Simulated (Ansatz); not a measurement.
```xyz
7

N     0.080   -0.604    0.792
Si   -0.255    0.277   -0.632
In    1.643   -0.064    2.101
H    -0.504   -1.406    0.990
H    -1.610    0.904   -0.682
H     0.750    1.387   -0.665
H    -0.104   -0.495   -1.902
```

The species carries charge 0 and has multiplicity 1. In: def2 effective core potential. The bonds changed during the relaxation, so this is another structure than the one it started from.

(1) List the CAM-B3LYP/def2-TZVPP orbital energies in eV (Ansatz 0.2.0). (Estimate.)

Results:

(1) Ansatz gave: Occupied: -1800.50, -390.14, -145.02, -128.78, -100.36, -100.34, -100.34, -85.42, -85.37, -85.12, -24.07, -22.36, -22.36, -22.17, -22.12, -21.87, -16.09, -13.40, -11.79, -10.94, -10.41, -8.19, -7.95. Lowest empty: -0.79, -0.53, 0.78, 2.17, 2.72, 2.88, 2.91, 3.33.
